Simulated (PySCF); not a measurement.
C4H9NaO, SMILES CC(C)(C)[O][Na]. Heavy atoms are numbered as in [Na:1][O:2][C:3]([CH3:4])([CH3:5])[CH3:6]. Hydrogens are named by the atom that carries them.

The structure is a stationary point at PBE0-D3(BJ)/def2-SVP. The isomer is the one that the SMILES or the coordinates give; other isomers of the formula were not compared.

Computed with HF/pcSseg-1 in PySCF.

GIAO shieldings, no solvent; atoms alike by connectivity are averaged. δ = σ(ref) − σ: ¹⁷O against H2O (σ = 333.0 ppm); ¹³C against TMS (σ = 192.6 ppm); ¹H against TMS (σ = 31.99 ppm), references at their B3LYP-D3(BJ)/def2-TZVP geometries, non-relativistic.

```tsv
nucleus	atoms	count	δ (ppm)
¹⁷O	O2	1	29.7
¹³C	C3	1	57.8
¹³C	C4 (CH3)	3	38.6
¹H	H on C4	9	1.17
```
